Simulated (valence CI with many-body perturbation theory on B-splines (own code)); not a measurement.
## Which ion has this spectrum?

A relativistic CI+MBPT calculation for an atom or ion with 6 electrons gives these levels (× 10³ cm⁻¹):

| J | Parity | E | g |
| --- | --- | --- | --- |
| 0 | even | 0.00 |  |
| 1 | even | 4021.4 | 1.48 |
| 2 | even | 4155.9 | 1.16 |
| 2 | odd | 5731.7 | 1.54 |
| 1 | odd | 6272.4 | 1.10 |
| 2 | even | 8295.5 | 1.30 |
| 0 | even | 8664.5 |  |
| 2 | odd | 9592.8 | 1.55 |
| 3 | odd | 9899.4 | 1.31 |
| 0 | odd | 10244 |  |
| 1 | odd | 10380 | 1.30 |
| 2 | odd | 10462 | 1.06 |
| 1 | odd | 10489 | 1.33 |
| 2 | even | 12287 | 1.33 |

The energies are calculated, and their last digits are not significant.

Task: Which is it?
A. Ce52+
B. Pr53+
C. Sm56+
D. Nd54+

Result: B. Pr53+, ground level (2s^2 2p1/2^2) J=0.
